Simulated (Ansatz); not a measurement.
Molecular dynamics of ClFGeH2O

Input file:

```yaml
crystal:
  periodic: [false, false, false]
  atoms:
    - { symbol: Ge, position_ang: [-0.130647, -0.169199, -0.049106] }
    - { symbol: O, position_ang: [-0.479068, -0.415975, 1.670007] }
    - { symbol: H, position_ang: [-0.101906, 0.295477, 2.222666] }
    - { symbol: Cl, position_ang: [1.972154, 0.226942, -0.362424] }
    - { symbol: F, position_ang: [-0.957226, 1.276233, -0.589993] }
    - { symbol: H, position_ang: [-0.640606, -1.388778, -0.828949] }
basis:
  gaussian: { orbitals: def2-SVP }
hamiltonian:
  xc: pbe
md:
  timestep: 0.25
  n_steps: 100
  ensemble: nvt_langevin
  temperature: 500.0
  initial_velocities: maxwell_boltzmann
  seed: 485016
  friction: 0.05
```

Command:

```bash
$ ansatz run input.yaml --threads 1 --pin off --max-ram 2048MiB --backend cpu --events-out ev --progress --plain --runs-dir out
```

It starts from a relaxed structure.

Output, in part (one step line in 2, the closing report, with atoms numbered from 0):

```
md step     0: t =     0.00 fs  T =   416.7 K  F+E_penalty+E_count = -73806.87562598 eV  E_kin = 0.323150 eV  (26 SCF iters)
md step     2: t =     0.50 fs  T =   423.2 K  F+E_penalty+E_count = -73806.87269699 eV  E_kin = 0.328198 eV  (28 SCF iters)
md step     4: t =     1.00 fs  T =   421.2 K  F+E_penalty+E_count = -73806.86602344 eV  E_kin = 0.326657 eV  (27 SCF iters)
md step     6: t =     1.50 fs  T =   484.7 K  F+E_penalty+E_count = -73806.85474310 eV  E_kin = 0.375923 eV  (28 SCF iters)
md step     8: t =     2.00 fs  T =   469.1 K  F+E_penalty+E_count = -73806.83897713 eV  E_kin = 0.363849 eV  (28 SCF iters)
md step    10: t =     2.50 fs  T =   467.2 K  F+E_penalty+E_count = -73806.82603656 eV  E_kin = 0.362348 eV  (28 SCF iters)
md step    12: t =     3.00 fs  T =   460.6 K  F+E_penalty+E_count = -73806.81180051 eV  E_kin = 0.357231 eV  (28 SCF iters)
md step    14: t =     3.50 fs  T =   444.8 K  F+E_penalty+E_count = -73806.79879909 eV  E_kin = 0.344998 eV  (28 SCF iters)
md step    16: t =     4.00 fs  T =   449.0 K  F+E_penalty+E_count = -73806.78971997 eV  E_kin = 0.348223 eV  (28 SCF iters)
md step    18: t =     4.50 fs  T =   468.3 K  F+E_penalty+E_count = -73806.78497486 eV  E_kin = 0.363177 eV  (27 SCF iters)
md step    20: t =     5.00 fs  T =   390.6 K  F+E_penalty+E_count = -73806.78569549 eV  E_kin = 0.302897 eV  (27 SCF iters)
md step    22: t =     5.50 fs  T =   486.1 K  F+E_penalty+E_count = -73806.78205829 eV  E_kin = 0.376966 eV  (27 SCF iters)
md step    24: t =     6.00 fs  T =   530.6 K  F+E_penalty+E_count = -73806.77352234 eV  E_kin = 0.411532 eV  (26 SCF iters)
md step    26: t =     6.50 fs  T =   488.3 K  F+E_penalty+E_count = -73806.76233221 eV  E_kin = 0.378734 eV  (27 SCF iters)
md step    28: t =     7.00 fs  T =   591.9 K  F+E_penalty+E_count = -73806.75305614 eV  E_kin = 0.459045 eV  (28 SCF iters)
md step    30: t =     7.50 fs  T =   530.3 K  F+E_penalty+E_count = -73806.74890395 eV  E_kin = 0.411246 eV  (28 SCF iters)
md step    32: t =     8.00 fs  T =   500.3 K  F+E_penalty+E_count = -73806.74957616 eV  E_kin = 0.387980 eV  (28 SCF iters)
md step    34: t =     8.50 fs  T =   470.5 K  F+E_penalty+E_count = -73806.74711944 eV  E_kin = 0.364901 eV  (27 SCF iters)
md step    36: t =     9.00 fs  T =   457.8 K  F+E_penalty+E_count = -73806.74289082 eV  E_kin = 0.355064 eV  (28 SCF iters)
md step    38: t =     9.50 fs  T =   405.5 K  F+E_penalty+E_count = -73806.73892240 eV  E_kin = 0.314522 eV  (23 SCF iters)
md step    40: t =    10.00 fs  T =   383.8 K  F+E_penalty+E_count = -73806.73534466 eV  E_kin = 0.297685 eV  (23 SCF iters)
md step    42: t =    10.50 fs  T =   308.2 K  F+E_penalty+E_count = -73806.73111001 eV  E_kin = 0.239007 eV  (23 SCF iters)
md step    44: t =    11.00 fs  T =   240.3 K  F+E_penalty+E_count = -73806.72851431 eV  E_kin = 0.186372 eV  (23 SCF iters)
md step    46: t =    11.50 fs  T =   254.2 K  F+E_penalty+E_count = -73806.72662434 eV  E_kin = 0.197154 eV  (28 SCF iters)
md step    48: t =    12.00 fs  T =   275.1 K  F+E_penalty+E_count = -73806.72347868 eV  E_kin = 0.213361 eV  (28 SCF iters)
md step    50: t =    12.50 fs  T =   266.2 K  F+E_penalty+E_count = -73806.72023529 eV  E_kin = 0.206465 eV  (28 SCF iters)
md step    52: t =    13.00 fs  T =   284.9 K  F+E_penalty+E_count = -73806.71667533 eV  E_kin = 0.220960 eV  (28 SCF iters)
md step    54: t =    13.50 fs  T =   222.7 K  F+E_penalty+E_count = -73806.71223784 eV  E_kin = 0.172722 eV  (28 SCF iters)
md step    56: t =    14.00 fs  T =   244.2 K  F+E_penalty+E_count = -73806.71008104 eV  E_kin = 0.189402 eV  (28 SCF iters)
md step    58: t =    14.50 fs  T =   269.5 K  F+E_penalty+E_count = -73806.71076431 eV  E_kin = 0.208988 eV  (27 SCF iters)
md step    60: t =    15.00 fs  T =   247.6 K  F+E_penalty+E_count = -73806.71241779 eV  E_kin = 0.192032 eV  (28 SCF iters)
md step    62: t =    15.50 fs  T =   315.4 K  F+E_penalty+E_count = -73806.71429922 eV  E_kin = 0.244644 eV  (26 SCF iters)
md step    64: t =    16.00 fs  T =   277.8 K  F+E_penalty+E_count = -73806.71649651 eV  E_kin = 0.215469 eV  (28 SCF iters)
md step    66: t =    16.50 fs  T =   265.3 K  F+E_penalty+E_count = -73806.71718537 eV  E_kin = 0.205735 eV  (27 SCF iters)
md step    68: t =    17.00 fs  T =   196.5 K  F+E_penalty+E_count = -73806.71955429 eV  E_kin = 0.152366 eV  (28 SCF iters)
md step    70: t =    17.50 fs  T =   211.3 K  F+E_penalty+E_count = -73806.72571218 eV  E_kin = 0.163903 eV  (28 SCF iters)
md step    72: t =    18.00 fs  T =   220.7 K  F+E_penalty+E_count = -73806.73616859 eV  E_kin = 0.171192 eV  (27 SCF iters)
md step    74: t =    18.50 fs  T =   293.1 K  F+E_penalty+E_count = -73806.74657890 eV  E_kin = 0.227300 eV  (28 SCF iters)
md step    76: t =    19.00 fs  T =   269.2 K  F+E_penalty+E_count = -73806.75210181 eV  E_kin = 0.208805 eV  (27 SCF iters)
md step    78: t =    19.50 fs  T =   183.0 K  F+E_penalty+E_count = -73806.75179491 eV  E_kin = 0.141948 eV  (28 SCF iters)
md step    80: t =    20.00 fs  T =   201.4 K  F+E_penalty+E_count = -73806.74891588 eV  E_kin = 0.156164 eV  (28 SCF iters)
md step    82: t =    20.50 fs  T =   232.0 K  F+E_penalty+E_count = -73806.75515457 eV  E_kin = 0.179938 eV  (23 SCF iters)
md step    84: t =    21.00 fs  T =   322.0 K  F+E_penalty+E_count = -73806.77105551 eV  E_kin = 0.249714 eV  (28 SCF iters)
md step    86: t =    21.50 fs  T =   356.9 K  F+E_penalty+E_count = -73806.78684657 eV  E_kin = 0.276786 eV  (28 SCF iters)
md step    88: t =    22.00 fs  T =   408.4 K  F+E_penalty+E_count = -73806.79711522 eV  E_kin = 0.316712 eV  (28 SCF iters)
md step    90: t =    22.50 fs  T =   424.4 K  F+E_penalty+E_count = -73806.79564005 eV  E_kin = 0.329116 eV  (28 SCF iters)
md step    92: t =    23.00 fs  T =   537.8 K  F+E_penalty+E_count = -73806.78121311 eV  E_kin = 0.417118 eV  (28 SCF iters)
md step    94: t =    23.50 fs  T =   541.9 K  F+E_penalty+E_count = -73806.76315787 eV  E_kin = 0.420265 eV  (28 SCF iters)
md step    96: t =    24.00 fs  T =   610.9 K  F+E_penalty+E_count = -73806.74655173 eV  E_kin = 0.473828 eV  (28 SCF iters)
md step    98: t =    24.50 fs  T =   698.5 K  F+E_penalty+E_count = -73806.73712824 eV  E_kin = 0.541704 eV  (26 SCF iters)
md step   100: t =    25.00 fs  T =   707.6 K  F+E_penalty+E_count = -73806.73911107 eV  E_kin = 0.548786 eV  (27 SCF iters)
Total energy: -73806.73913966 eV, -2712.3476353779 hartree
Atom 0 at    -0.099725    -0.129991    -0.031206 Å, force    -1.056536    -0.026292    -0.357278 eV/Å
Atom 1 at    -0.455631    -0.446623     1.659860 Å, force     0.057750     1.381109     1.835515 eV/Å
Atom 2 at    -0.319686     0.328670     2.325326 Å, force    -0.184425    -1.571998    -1.647252 eV/Å
Atom 3 at     1.940611     0.166957    -0.401703 Å, force     1.272123     0.138937    -0.142931 eV/Å
Atom 4 at    -0.824857     1.396660    -0.507652 Å, force    -0.100416    -0.085185     0.081803 eV/Å
Atom 5 at    -0.657991    -1.289523    -0.895922 Å, force     0.011503     0.163430     0.230143 eV/Å
Dipole moment:    -0.022914    -0.109795     0.198232 e Å
```

All steps were run. The mean temperature of the second half is 33 % below the set value. A run of 0.025 ps of so small a system gives no equilibrium averages.

The same pairs are bonded in the first frame and the last. Pairs count as bonded within 1.25 times the sum of covalent radii (0.12 Å more for H–H).

Last frame:

```xyz
6
Properties=species:S:1:pos:R:3
Ge -0.100 -0.130 -0.031
O -0.456 -0.447 1.660
H -0.320 0.329 2.325
Cl 1.941 0.167 -0.402
F -0.825 1.397 -0.508
H -0.658 -1.290 -0.896
```

Time of the run: 2.6 min on 1 thread of Intel(R) Xeon(R) 6975P-C (Granite Rapids) (shared host), peak memory 0.14 GiB.
